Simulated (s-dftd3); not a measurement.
CClF, singlet, geometry from GFN2-xTB; D3(zero) for hf in s-dftd3.

Input for s-dftd3:
```
$ s-dftd3 mol.xyz --zero hf --json dftd3.json --noedisp --grad

# file mol.xyz
3

F     -1.46348443    -0.30712072     0.00275987
C     -0.53985773     0.63598266     0.02854521
Cl     0.96532390    -0.06187114    -0.01153588
```

### Question
What does s-dftd3 print? Leave out banner, timings and long lists.

### Answer

```
-----------------------------------
 s i m p l e   D F T - D 3  v1.4.0
-----------------------------------

Zero (Chai-Head-Gordon) damping: hf-D3(0)
--------------------
  s6         1.0000
  s8         1.7460
  s9         0.0000
 rs6         1.1580
 rs8         1.0000
 alp        14.0000
--------------------

Dispersion energy:      -2.1069016272583E-04 Eh

Gradient norm:           4.7719508948515E-04 Eh/a0
--------------------------------------------------
     #    Z           dE/dx      dE/dy      dE/dz
--------------------------------------------------
     1    9 F     3.286E-04  3.863E-05 -1.734E-06
     2    6 C     1.381E-05 -1.519E-05 -6.905E-07
     3   17 Cl   -3.424E-04 -2.344E-05  2.425E-06
--------------------------------------------------

Virial:
--------------------------------------------------
      component           x          y          z
--------------------------------------------------
          x      -1.548E-03 -1.341E-04  9.923E-06
          y      -1.341E-04 -3.793E-05 -1.069E-07
          z       9.923E-06 -1.069E-07 -9.915E-08
--------------------------------------------------

[Info] JSON dump of results written to 'dftd3.json'
```
